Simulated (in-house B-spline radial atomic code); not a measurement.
How numerical settings move a run on Mn+, [Ar] 3d5 4s1. Computed with an all-electron radial atomic-structure program (B-spline basis): scalar-relativistic (X2C) SCAN, spherical fractional occupations, Fermi nucleus of rms radius 3.7057 fm.

Command:
```bash
python run_scf.py task.json out
```
Settings of the sound reference run:
```
Z                25
electrons        24
configuration    [Ar] 3d5 4s1
hamiltonian      x2c
method           scan,scan
spin_polarised   False
nucleus          fermi
rms_radius       3.7057
mass_number      55
atomic_mass      54.93804
speed_of_light   137.036
knot_spacing     0.22
spline_order     8
gauss_points     12
box_radius       35.29
max_iterations   70
damping          0.5
damped_steps     3
diis_vectors     10
tolerance        1e-08
start            Thomas-Fermi
```

Cost of the run: 0.3 s on 1 thread of AMD EPYC 7R43 64-Core Processor (shared host).

It converges in 9 iterations to -1158.082924 hartree, with 4s at -11.9172 eV. The other runs change the listed settings, some to values that make no sense; their results aren't properties of the atom or ion. Radii are in bohr (the nuclear one in fm), a minus after a letter asks for a j subshell, and «unchanged» means within 1e-8 hartree. The run stops when the residual is below 10 × tolerance × max(1, Z/10), or a noise floor if that is larger, and the energy moves by less than 1e-8 × √|E| hartree; so very loose and very tight tolerances often act alike.

| changed settings | outcome |
| --- | --- |
| start = bare nucleus | converged in 9 iterations, energy unchanged |
| first_knot = 0.12 | converged in 9 iterations, energy +7.56e-01 hartree from the reference, 4s level +6.7e-03 eV |
| box_radius = 70.58 | converged in 9 iterations, energy +9.52e-08 hartree from the reference |
| box_radius = 10.59 | converged in 9 iterations, energy +4.11e-06 hartree from the reference, 4s level +5.5e-04 eV (the program warns: 4s reaches the box edge) |
| box_radius = 141.16 | converged in 9 iterations, energy +6.57e-08 hartree from the reference, 4s level +4.9e-07 eV |
| first_knot = 0.0004 | converged in 9 iterations, energy +2.06e-04 hartree from the reference, 4s level +2.9e-04 eV |
| hamiltonian = dirac, method = hf, speed_of_light = 22.50131 | converged in 12 iterations to -1832.4224 hartree, a different physical problem |
| first_knot = 0.04, max_iterations = 8, diis_vectors = 0, start = bare nucleus | not converged after 8 iterations, last residual 2.6e-05, last energy +8.23e-02 hartree from the reference |
| box_radius = 3.53 | converged in 8 iterations, energy +3.29e-01 hartree from the reference, 4s level +8.8e+00 eV (the program warns: 4s reaches the box edge; 3s reaches the box edge) |
| max_iterations = 3, diis_vectors = 0, tolerance = 1e-10, start = bare nucleus | not converged after 3 iterations, last residual 6.5e-04, last energy +2.69e-06 hartree from the reference |
| max_iterations = 2, diis_vectors = 2 | not converged after 2 iterations, last residual 1.3e-03, last energy +1.36e-05 hartree from the reference |
| box_radius = 2.12 | converged in 9 iterations, energy +4.07e+00 hartree from the reference, 4s level +7.5e+01 eV (the program warns: 4s has a positive eigenvalue: unbound, held by the box; 3d has a positive eigenvalue: unbound, held by the box) |
| box_radius = 17.64 | converged in 9 iterations, energy -4.17e-07 hartree from the reference, 4s level +1.3e-06 eV |
| box_radius = 7.06 | converged in 9 iterations, energy +1.88e-03 hartree from the reference, 4s level +9.6e-02 eV (the program warns: 4s reaches the box edge; 3d reaches the box edge) |
| first_knot = 0.004 | converged in 9 iterations, energy -2.57e-03 hartree from the reference, 4s level -3.4e-04 eV |
| first_knot = 4e-06 | converged in 9 iterations, energy +8.98e-05 hartree from the reference, 4s level +2.8e-04 eV |

**Question.** What happens with electrons = 25, configuration = [Ar] 3d5 4s1 3f1, max_iterations = 50?

**Answer.** Stopped with error: there is no 3f shell.

**Question.** What happens with first_knot = 0.04?

**Answer.** Converged in 9 iterations, energy +8.23e-02 hartree from the reference, 4s level +1.1e-03 eV.

**Question.** What happens with spline_order = 10, max_iterations = 60, damping = 0.2, damped_steps = 1, start = bare nucleus?

**Answer.** Converged in 8 iterations, energy +5.61e-05 hartree from the reference, 4s level +1.1e-04 eV.

**Question.** What happens with electrons = 26, configuration = [Ar] 3d5 4s3, max_iterations = 50?

**Answer.** Stopped with error: shell 4s holds at most 2 electrons.
